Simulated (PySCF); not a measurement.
An element was calculated at PBE0 (PySCF 2.14, spin-free X2C, a double-zeta basis, no spin-orbit coupling), in the ground configurations that NIST lists.

| Item | Value |
| --- | --- |
| first ionisation energy | 6.217 eV |
| second ionisation energy | 12.148 eV |
| third ionisation energy | 24.840 eV |

Problem. Which element is it?

Solution. Ytterbium (Yb, Z = 70), in cc-pVDZ-X2C. NIST lists 6.254, 12.179, 25.053 ± 0.025 eV for these ionisation energies.
